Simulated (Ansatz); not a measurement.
Cartesian coordinates (Å):
SMILES: FC(S)(S)S
```xyz
8

F      0.2961    -0.4316     1.7722
C     -0.0243    -0.2160     0.4514
S     -0.1082     1.5966     0.2919
S      1.1961    -0.9960    -0.6189
S     -1.6138    -1.0848     0.2142
H      0.0829     1.6165    -1.0317
H      2.2094    -0.1775    -0.2919
H     -2.0381    -0.3071    -0.7873
```
Charge 0, multiplicity 1.

Computed with Ansatz (a program for electronic structure) with frozen-core CCSD(T)/cc-pVTZ // CAM-B3LYP-D3(BJ)/def2-TZVP.

The HF energy comes out as -1331.71511 Ha and the MP2 correlation energy is -0.95090 Ha.

Q: Estimate the CCSD correlation energy, the (T) correction, the total energy and the T1 diagnostic.

A: 
```
Quantity                         Result
-----------------------  --------------
CCSD correlation energy     -0.99924 Ha
(T) correction              -0.04496 Ha
CCSD(T) total energy     -1332.75931 Ha
T1 diagnostic                     0.012
```
